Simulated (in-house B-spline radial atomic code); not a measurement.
# RPA and G0W0 on wB97X: B IV (B3+)

Configuration 1s2, mean-field start wB97X. Computed with a B-spline radial code for spherical atoms: all electrons, scalar-relativistic (spin-free one-electron X2C), finite nucleus, each spin shell either full or empty, empty states to l = 9 with an (l + 1/2)⁻⁴ tail; G0W0 by contour deformation at full frequency.

Command:
```bash
python run_gw.py task.json out
```
Settings (radii: box in bohr, nucleus in fm):
```
Z                        5
electrons                2
configuration            1s2
hamiltonian              x2c
method                   wb97x
lmax                     9
rms_radius               2.406
spin_polarised           False
box_radius               14.14
intervals                71
ion_configuration        1s1
```

Run time, properties included: 1.5 s on 1 thread of Arm Neoverse V1 (shared host).

Energies (hartree):

```tsv
term	value
mean-field total	-22.08069
Hartree-Fock functional on these orbitals	-21.99171
direct second order	-0.091629
second-order exchange	0.045815
SOSEX correction	0.043524
```

Question: What is the RPA correlation energy, and what remains with SOSEX?

Answer: RPA gives -0.087046 hartree (-1.18 eV per electron); RPA + SOSEX gives -0.043522, and the second-order doubles -0.045814 hartree (no singles). SOSEX takes back 50 % of the RPA value, the self-correlation of each of the two electrons.

Quasi-particle levels (eV):

```json
{"level": "1s", "occupied": "yes", "mean field": "-240.06", "Σx - vxc": "-19.58", "Σc": "?", "QP weight": "?", "G0W0": "?"}
{"level": "2s", "occupied": "no", "mean field": "-38.13", "Σx - vxc": "0.33", "Σc": "-0.14", "QP weight": "0.999", "G0W0": "-37.94"}
```

G0W0 = mean field + (Σx - vxc) + Σc, with Σc (partial-wave tail included) taken at the quasi-particle energy.

Question: Where does G0W0 put 1s?

Answer: At -259.04 eV, with Σc = 0.60 eV and a quasi-particle weight of 0.988. The tabulated removal energy is 259.374 eV (NIST, tabulated theory).

Question: What does it cost to remove one electron (to 1s1) by differences of total energies, each species on its own start (correlation terms add to the Hartree-Fock functional)?

Answer: wB97X 260.07 eV, Hartree-Fock functional 258.18 eV, + RPA 259.94 eV, + RPA + SOSEX 259.36 eV, + second order 259.43 eV. Tabulated: 259.374 eV (NIST, tabulated theory).
